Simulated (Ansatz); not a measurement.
BFH5NOSi (`NB(O)[SiH2]F`). The species carries charge 0 and has multiplicity 1. Geometry: relaxed with PBE0-D4/def2-TZVP. It is one conformer, not always the lowest.

```xyz
10

N     0.500   -0.348   -1.645
B     0.112   -0.523   -0.313
O     0.018   -1.805    0.166
Si   -0.316    1.013    0.942
F    -0.711    0.310    2.347
H     0.706   -1.131   -2.244
H     0.598    0.546   -2.089
H    -0.253   -1.847    1.085
H     0.823    1.932    1.218
H    -1.475    1.853    0.532
```

(1) What is the dipole moment at B3LYP/def2-TZVPP? (Estimate.)

(2) And with PBE, r2SCAN, ωB97M-V? (An estimate is asked.)

(3) Give the Mulliken charges with B3LYP, ωB97M-V, PBE in def2-TZVPP. (Best estimate.)

Answers

(1) Ansatz gave: 2.08 D, with components (0.56, 0.51, -1.94) D in this frame, pointing from negative to positive charge.

(2) Ansatz gave: PBE 2.05 D, r2SCAN 2.05 D, ωB97M-V 2.05 D.

(3) Ansatz gave: 
| atom | B3LYP | ωB97M-V | PBE |
| --- | --- | --- | --- |
| N1 | -0.27 | -0.23 | -0.27 |
| B2 | 0.18 | 0.16 | 0.13 |
| O3 | -0.30 | -0.29 | -0.26 |
| Si4 | 0.41 | 0.35 | 0.34 |
| F5 | -0.35 | -0.34 | -0.31 |
| H6 | 0.16 | 0.13 | 0.17 |
| H7 | 0.15 | 0.13 | 0.17 |
| H8 | 0.20 | 0.19 | 0.21 |
| H9 | -0.09 | -0.05 | -0.08 |
| H10 | -0.09 | -0.05 | -0.08 |

B3LYP here is the variant with VWN-RPA as its local correlation; programs differ in this.
